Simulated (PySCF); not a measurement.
Magnetic shielding above rings: a mixed set.

NICS is the negative of the GIAO shielding at a point without a nucleus: at the ring centre (0) and 1 Å above and below it (1); zz is the component along the ring normal. Level: GIAO PBE0/pcSseg-1 (PySCF, non-relativistic, gas phase) on the GFN2-xTB geometries, one conformer each. Atom numbers follow the mapped SMILES.

Problem. Order these rings by mean NICS(1)zz, lowest (most negative) first (ppm).
A. ring C2–C3–C4–C5–C7 in `[S:1]=[C:2]1[CH2:3][CH2:4][C@@H:5]([SH:6])[CH2:7]1`
B. ring C3–C4–N5–C6–S7 in `[CH:1]#[C:2][c:3]1[cH:4][n:5][cH:6][s:7]1`
C. ring C3–C4–N5–S6–C7 in `[CH:1]#[C:2][c:3]1[cH:4][n:5][s:6][cH:7]1`
D. ring C2–O3–C4 in `[F:1][C@@H:2]1[O:3][C@@H:4]1[F:5]`

Solution. C (-29.1), B (-27.0), D (-16.0), A (-4.8).

```json
{"SMILES": "C#Cc1cnsc1", "ring": "5-membered ring with N and S; formal bonds all aromatic", "NICS(0)": "-13.2", "NICS(1)": "-12.1", "NICS(1)zz": "-29.1", "HOMA": "–", "rms pucker (Å)": "0.00", "ring atoms with four or more neighbours": "0"}
{"SMILES": "C#Cc1cncs1", "ring": "5-membered ring with N and S; formal bonds all aromatic", "NICS(0)": "-12.6", "NICS(1)": "-11.7", "NICS(1)zz": "-27.0", "HOMA": "0.79", "rms pucker (Å)": "0.00", "ring atoms with four or more neighbours": "0"}
{"SMILES": "F[C@@H]1O[C@@H]1F", "ring": "3-membered ring with O; formal bonds all single", "NICS(0)": "-38.9", "NICS(1)": "-6.2", "NICS(1)zz": "-16.0", "HOMA": "–", "rms pucker (Å)": "0.00", "ring atoms with four or more neighbours": "2"}
{"SMILES": "S=C1CC[C@@H](S)C1", "ring": "5-membered carbocycle; formal bonds all single", "NICS(0)": "2.4", "NICS(1)": "-2.7", "NICS(1)zz": "-4.8", "HOMA": "–", "rms pucker (Å)": "0.14", "ring atoms with four or more neighbours": "4"}
```

NICS(0) gives another order. The isotropic NICS(1) gives the same order. HOMA uses Krygowski's 1993 parameters; it is left out where a ring has a four-coordinate atom, a triple bond, no multiple bond or a kind of bond without parameters. NICS(1) and NICS(1)zz are means over the two faces.
